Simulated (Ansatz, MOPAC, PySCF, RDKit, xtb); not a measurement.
Two conformers of C3H8O2 (SMILES COCOC), B3LYP-D3(BJ)/def2-TZVP minima.
Conformer 1 (charge 0, multiplicity 1):
```xyz
13

C      1.87810     0.09140     0.21015
O      0.82722    -0.40843    -0.60316
C     -0.20657    -1.01188     0.12464
O     -0.93488    -0.11906     0.92150
C     -1.69168     0.82177     0.17470
H      2.31707    -0.70997     0.81658
H      1.52829     0.88435     0.87585
H      2.63660     0.48882    -0.46146
H      0.18995    -1.76134     0.81815
H     -0.85206    -1.48200    -0.62515
H     -2.39820     0.31298    -0.49211
H     -1.04765     1.47015    -0.42459
H     -2.24619     1.42321     0.89241
```
Conformer 2 (charge 0, multiplicity 1):
```xyz
13

C     -2.1080     0.0284    -0.2749
O     -1.1750    -0.8564    -0.8802
C      0.1012    -0.7671    -0.3606
O      0.6716     0.4821    -0.6905
C      1.9477     0.6630    -0.1161
H     -3.0838    -0.2128    -0.6914
H     -2.1325    -0.1178     0.8120
H     -1.8642     1.0703    -0.4903
H      0.6825    -1.5823    -0.8074
H      0.0925    -0.8785     0.7393
H      2.6611    -0.0919    -0.4711
H      1.9073     0.6147     0.9800
H      2.2995     1.6485    -0.4148
```

No zero-point or thermal terms.

Cores are frozen in the correlated methods. The state that PM3, PM7 reach isn't checked; PM7 holds dispersion and hydrogen-bond terms.

The values were computed with Ansatz (Gaussian orbitals); MOPAC for PM3, PM7 (differences of heats of formation); PySCF for the dispersion terms; RDKit for the force fields; xtb for the GFN methods. 

```json
[
 {"level": "MMFF94", "electronic energy of conformer 2 less that of conformer 1 (meV)": "93.8"},
 {"level": "PM3", "electronic energy of conformer 2 less that of conformer 1 (meV)": "116.9"},
 {"level": "PM7", "electronic energy of conformer 2 less that of conformer 1 (meV)": "253.5"},
 {"level": "GFN2-xTB", "electronic energy of conformer 2 less that of conformer 1 (meV)": "149.1"},
 {"level": "BLYP-D4/def2-TZVPP", "electronic energy of conformer 2 less that of conformer 1 (meV)": "119.3"},
 {"level": "revPBE-D4/def2-TZVPP", "electronic energy of conformer 2 less that of conformer 1 (meV)": "117.9"},
 {"level": "BHLYP-D3(BJ)/def2-TZVPP", "electronic energy of conformer 2 less that of conformer 1 (meV)": "104.6"},
 {"level": "B2PLYP-D3(BJ)/def2-TZVPP", "electronic energy of conformer 2 less that of conformer 1 (meV)": "?"},
 {"level": "CCSD/cc-pVDZ", "electronic energy of conformer 2 less that of conformer 1 (meV)": "?"}
]
```

Question: Fill in the missing entries.

Answer: 
- B2PLYP-D3(BJ)/def2-TZVPP, electronic energy of conformer 2 less that of conformer 1 (meV): 113.5
- CCSD/cc-pVDZ, electronic energy of conformer 2 less that of conformer 1 (meV): 131.3

Ansatz is a program for electronic structure.
